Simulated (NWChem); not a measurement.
System: KOH; SMILES [OH][K]

NWChem input:

```
start job
memory heap 200 mb stack 700 mb global 900 mb
geometry units angstroms noautosym nocenter noautoz
  K     -0.106184    -0.819317     0.000000
  O      0.219907     1.387245     0.000000
  H      0.360833     2.341621     0.000000
end
basis spherical bse
  K library x2c-tzvpall-s
  O library x2c-tzvpall-s
  H library x2c-tzvpall-s
end
relativistic
  zora on
  zora:cutoff 1d-30
end
dft
  xc pbe0
  grid fine
  iterations 150
end
property
  shielding
end
task dft property
```

All runs use the structure optimised with B3LYP/6-31G* (spherical d).

GIAO values for the isolated, static molecule; σ is the absolute isotropic shielding, δ = σ(reference) − σ with the isolated reference molecule computed at the same levels (1H: tetramethylsilane, 17O: water).

Atoms are numbered as in the input.

Task: What results follow from this input? (PBE0/x2c-TZVPall-s, scalar ZORA without spin-orbit coupling, GIAO.) Quantities: σ K1 (ppm); δ O2 (ppm); δ H3 (ppm).

Result: 
```
Item         Value
----------  ------
σ K1 (ppm)  1274.5
δ O2 (ppm)     9.4
δ H3 (ppm)   -2.18
```
